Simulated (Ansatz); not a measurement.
Mulliken charges of `[C]#C[SiH2]OC` radical from r2SCAN/def2-TZVPP in Ansatz (PBE0-D4/def2-TZVP geometry).

```json
{"atom": "C1", "x (Å)": "1.368", "y (Å)": "-2.647", "z (Å)": "0.612", "charge (e)": "-0.010"}
{"atom": "C2", "x (Å)": "1.304", "y (Å)": "-1.472", "z (Å)": "0.315", "charge (e)": "-0.218"}
{"atom": "Si3", "x (Å)": "1.172", "y (Å)": "0.309", "z (Å)": "-0.104", "charge (e)": "0.547"}
{"atom": "O4", "x (Å)": "-0.274", "y (Å)": "0.633", "z (Å)": "-0.786", "charge (e)": "-0.375"}
{"atom": "C5", "x (Å)": "-1.510", "y (Å)": "0.397", "z (Å)": "-0.146", "charge (e)": "0.002"}
{"atom": "H6", "x (Å)": "1.355", "y (Å)": "1.057", "z (Å)": "1.166", "charge (e)": "-0.079"}
{"atom": "H7", "x (Å)": "2.205", "y (Å)": "0.655", "z (Å)": "-1.101", "charge (e)": "-0.065"}
{"atom": "H8", "x (Å)": "-2.304", "y (Å)": "0.759", "z (Å)": "-0.799", "charge (e)": "0.068"}
{"atom": "H9", "x (Å)": "-1.573", "y (Å)": "0.929", "z (Å)": "0.810", "charge (e)": "0.060"}
{"atom": "H10", "x (Å)": "-1.661", "y (Å)": "-0.672", "z (Å)": "0.036", "charge (e)": "0.069"}
```

Question: By hand: the dipole of these point charges (1 e Å = 4.8032 D).

Answer: Σ q r = (-0.173, 0.215, 0.139) e Å, of length 0.309 e Å = 1.48 D.

Question: How does the dipole of the full density compare? (Estimate.)

Answer: Computed: (-0.201, 0.075, 0.115) e Å, 1.17 D; the point charges give 1.26 times that, at 27° from its direction.

Point charges leave out the atoms' own dipoles, such as those of lone pairs, and Mulliken's split depends on the basis, so the two needn't agree.
